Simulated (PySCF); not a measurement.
Input for PySCF: R-B3LYP/6-31G* on BeH2O (SMILES [BeH][OH]), a point of a bond scan (R = 1.047 Å).

```python
from pyscf import gto, scf, dft, mp
from pyscf.data.elements import chemcore

mol = gto.M(
    atom='''
    Be   -0.78408142   -0.35296304    0.02982263
    H    -1.99529587   -0.89492562    0.07984893
    O     0.51114037    0.18521819   -0.07360318
    H     1.09563440    0.88901365    0.43601493
    ''',
    basis='6-31g*',
    cart=True,
    charge=0, spin=0, verbose=3, max_memory=1800)
mf = dft.RKS(mol, xc='b3lyp')
mf.conv_tol = 1e-8
mf.max_cycle = 100
mf.kernel()
if not mf.converged:
    mf = mf.newton().run(mf.mo_coeff, mf.mo_occ)
```

Program output:

```
converged SCF energy = -91.2125985151842
```

Self-consistency was reached.

Cost: very roughly 3 core-seconds.
